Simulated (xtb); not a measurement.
CF₂I, SMILES [C](F)(I)F (connectivity only; charge and spin as stated), charge +1, multiplicity 1. All values are semi-empirical tight-binding results from xtb (GFN2-xTB unless named), good for trends rather than for accurate numbers. The structure is a stationary point at GFN2-xTB. The spin state was assumed, not searched. The isomer is the one that the SMILES or the coordinates give; other isomers of the formula were not compared.

The point group as xtb finds it is C2v. The orbital gap is 2.24 eV and the zero-point energy comes out as 6.4 kcal/mol. The G − E(el) at 298.15 K (modified RRHO) is -11.4 kcal/mol, the static polarisability (D4 model) is 46.2 bohr³ and the solvation energy, GFN2-xTB/ALPB(water) is -52.4 kcal/mol. The solvation energy, GFN2-xTB/ALPB(ether) is -48.1 kcal/mol.
